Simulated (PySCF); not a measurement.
HfI2, SMILES [I][Hf][I], multiplicity 1.

Coordinates come from a B3LYP-D3(BJ)/def2-SVP optimisation. The spin state was assumed, not searched. The def2 effective core potentials stand for the cores of Hf, I; spin–orbit coupling is left out.

These are PySCF with B3LYP-D3(BJ)/def2-SVP values and carry that method's errors.

Frequencies are harmonic and unscaled.

Modes within 1.5 cm⁻¹ of each other (mostly degenerate sets) share a row, with their intensities summed.

```csv
mode,ν (cm⁻¹),IR (km/mol),Raman (Å⁴/amu),depolarisation,moving atoms (share of kinetic energy)
1–2,11,0.8,0.0,–,"Hf 59 %, I 41 %"
3,154,0.0,7.9,0.38,I 100 %
4,217,60.5,0.0,–,"Hf 59 %, I 41 %"
```
